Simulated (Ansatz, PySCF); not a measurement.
System: KO, net charge 0, doublet state. SMILES: [O][K]
Structure (B3LYP-D3(BJ)/def2-TZVP (Ansatz, an electronic-structure program) minimum search):
```xyz
2

K      0.0000     0.0000    -0.6526
O      0.0000     0.0000     1.5500
```
Charge 0, spin multiplicity 2.

Quantity: atomisation energy, in kcal/mol. Conventions: atomisation electronic, to ground-state atoms; LANL2DZ with its own core potentials from Na on; no spin-orbit coupling; six Cartesian d functions in 6-31G* and its kin unless marked 5d; non-relativistic; 6-311+G** with 5d; valence correlation only (noble-gas shells and the d and f shells of earlier blocks; the outer core of K, Ca and congeners matters and is frozen too); open shells spin-unrestricted. First-principles rows: single points at B3LYP-D3(BJ) geometries (Ansatz).

```
level                                  program  atomisation energy (kcal/mol)
-------------------------------------  -------  -----------------------------
HF/6-31G*                               Ansatz                           19.9
SVWN5/6-31G*                            Ansatz                           80.7
SVWN5/6-31G* with LANL2DZ past Ar       Ansatz                           54.8
PBE/def2-SVP                            Ansatz                           62.3
PBE/6-31G* with LANL2DZ past Ar         Ansatz                           45.5
BLYP/6-31G*                             Ansatz                           69.6
BP86/6-31G* with LANL2DZ past Ar (5d)    PySCF                           45.4
B3LYP/6-311+G**                         Ansatz                           65.4
PBE0/6-31G*                             Ansatz                           61.8
PBE0/6-31G* with LANL2DZ past Ar        Ansatz                           38.3
MP2/3-21G                               Ansatz                            8.3
MP2/6-31G*                              Ansatz                           55.2
MP2/6-311+G**                           Ansatz                           56.8
PBE/def2-TZVPD                          Ansatz                           68.1
M06-2X/def2-TZVPD                        PySCF                           66.0
wB97X-V/def2-TZVPD                      Ansatz                           67.8
```

No value to compare with is used here. The 13 habitual levels span 8.3 (MP2/3-21G) to 80.7 kcal/mol (SVWN5/6-31G*); wB97X-V/def2-TZVPD gives 67.8.

The levels are drawn from those run, B3LYP/6-31G* more often than the rest, none by its result; left out are runs that failed, that the program found above a lower state of the same kind, or whose <S^2> lies over 0.5 above the pure value.
